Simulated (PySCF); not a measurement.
Isomers of C2H2BN. Isolated molecules, 0 K electronic values unless said otherwise. Strings in code marks are SMILES.

These are PySCF with PBE-D3(BJ)/def2-TZVP // B3LYP-D3(BJ)/def2-TZVP values and carry that method's errors. All candidates: neutral, multiplicity 1. 

- HOMO: -6.42 eV
- LUMO: -3.98 eV
- HOMO–LUMO gap: 2.44 eV

### Question
Identify which member has these values.
(A) `C=BC#N`
(B) `B=CC#N`
(C) `B=C=C=N`
(D) `C#CB=N`

### Answer
A, `C=BC#N`. The others give `B=CC#N`: -6.46 eV, -3.67 eV, 2.80 eV; `C#CB=N`: -6.89 eV, -1.73 eV, 5.15 eV; `B=C=C=N`: -6.05 eV, -2.67 eV, 3.38 eV
